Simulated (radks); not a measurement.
Initial-state core-level shifts of the vanadium ion V2+ when its valence configuration changes from [Ar] 3d3. All-electron calculation, non-relativistic Kohn-Sham, BLYP, spin-polarised, spherical densities, point nucleus; open shells are filled with parallel spins first. Program: a radial shooting solver on a logarithmic mesh with Libxc functionals. Shifts are changes of the shell-averaged eigenvalues in eV (positive: less bound); the change of the density at the nucleus, which sets a Mossbauer isomer shift, is in e/bohr^3, on a base of 8183.

\begin{tabular}{lrrrrr}
valence & 1s & 2p & 3s & 3p & density at nucleus \\ \hline
3d1 4p2 & -17.172 & -19.243 & -15.933 & -15.391 & +3.7608 \\
3d2 4p1 & -8.103 & -9.025 & -7.713 & -7.456 & +1.6089 \\
3d2 4s1 & -6.999 & -7.938 & -6.615 & -6.368 & +7.5336 \\
3d2.5 4p0.5 & -3.926 & -4.358 & -3.781 & -3.658 & +0.7373 \\
3d1 4s1 4p1 & -16.137 & -18.209 & -14.911 & -14.381 & +10.4481 \\
3d1 4s2 & -15.262 & -17.313 & -14.039 & -13.524 & +16.7846 \\
3d1.5 4s0.5 4p1 & -11.990 & -13.463 & -11.244 & -10.852 & +5.7739 \\
3d1 4s1.5 4p0.5 & -15.742 & -17.801 & -14.512 & -13.991 & +13.6747 \\
3d1.5 4s1 4p0.5 & -11.452 & -12.929 & -10.710 & -10.324 & +8.9073 \\
\end{tabular}
